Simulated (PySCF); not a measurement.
Question: What does the PBE0-D3(BJ)/def2-SVP structure of InChI=1S/C2H10BNSSi/c1-4(2)3-5-6/h3H,1-2,6H3 look like in three dimensions?

Answer: 
```xyz
16
C2H10BNSSi angstrom
C     -1.9361    0.9755   -0.4878
N     -1.0763   -0.0849   -0.0173
C     -1.7737   -1.1334    0.6875
B      0.3005   -0.0677   -0.2499
S      1.3792   -1.4212    0.3504
Si     3.2412   -0.6701   -0.4099
H     -2.4636    1.4623    0.3522
H     -2.7044    0.5880   -1.1810
H     -1.3455    1.7353   -1.0144
H     -2.5145   -1.6261    0.0326
H     -1.0689   -1.8959    1.0436
H     -2.3164   -0.7284    1.5597
H      0.7802    0.8601   -0.8605
H      3.5782    0.6572    0.1850
H      4.2866   -1.6622   -0.0246
H      3.2091   -0.5391   -1.8968
```

Any rigid rotation of these coordinates is as good. Atoms count from 1 in this order. B4 (three-coordinate boron) is planar (angles 121.1°, 119.9° and 119.0°, sum 360.0°, 0.00 Å off the plane of its three neighbours). Of the pairs four or more bonds apart, S5···H11 is among the closest relative to their van der Waals radii: 2.59 Å, 86 % of the sum of Bondi's values. N2 (boron-bound nitrogen) is planar (angles 124.5°, 121.6° and 113.9°, sum 360.0°, 0.00 Å off the plane of its three neighbours). The 6 heavy atoms lie in one plane (0.007 Å rms).

Bonds between heavy atoms (Å): C1–N2 1.444, N2–C3 1.443, N2–B4 1.396, B4–S5 1.832, S5–Si6 2.147.

Computed, not measured: PBE0-D3(BJ)/def2-SVP geometry optimisation, gas phase (PySCF 2.14.0).

No frequency check. One conformer, not necessarily the lowest (N2–B4–S5–Si6 179°).

Hardware: one thread of an Arm Neoverse V2, shared host with 96 logical CPUs at a one-minute load of 72. Cost: 79 s wall, 0.62 GiB resident at most. That covers the optimisation of the geometry.
